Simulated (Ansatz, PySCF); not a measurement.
Species: SnH$_{2}$ (charge 0, singlet). 
Structure (B3LYP-D3(BJ)/def2-TZVP (Ansatz, an electronic-structure program) minimum search):
SMILES: [SnH2]
```xyz
3

Sn     0.0062     0.0000     0.0478
H     -0.1481    -1.2656    -1.1952
H     -0.1642     1.2649    -1.1939
```

Dipole moments at this geometry, in debye (magnitudes).

```
level               program  dipole (D)
------------------  -------  ----------
SVWN5/def2-TZVPD      PySCF        0.71
BLYP/def2-TZVPD      Ansatz        0.95
r2SCAN/def2-TZVPD    Ansatz        0.76
PBE0/def2-TZVPD      Ansatz        0.76
r2SCAN0/def2-TZVPD   Ansatz        0.74
MN15/def2-TZVPD       PySCF        0.94
LC-wPBE/def2-TZVPD   Ansatz           ?
wB97M-V/def2-TZVPD   Ansatz        0.79
CCSD(T)/def2-SVPD    Ansatz           ?
```

**Question.** Fill in the missing entries.

**Answer.** 
- LC-wPBE/def2-TZVPD, dipole (D): 0.67
- CCSD(T)/def2-SVPD, dipole (D): 0.73
